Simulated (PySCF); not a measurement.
# Excitation energy of Br²⁺ by level of theory

Br²⁺ [Ar] 3d10 4s2 4p3 (4S) → Br²⁺ [Ar] 3d10 4s1 4p3 4d1 (6D), as a difference of total energies. Computed with PySCF 2.14 in aug-cc-pwCVTZ-PP with ECP10MDF, with scalar relativity through the core potential. Correlated levels: valence: 3s2 3p6 3d10 frozen. The calculations carry no spin-orbit coupling.

```tsv
method	excitation energy (cm⁻¹)
UHF	198220
MP2 (valence)	210430
SCS-MP2 (valence)	213980
CCSD (valence)	211910
CCSD(T) (valence)	212400
```

The promoted electron is Rydberg-like, and one or two diffuse shells describe it only roughly, which tends to raise the upper state.
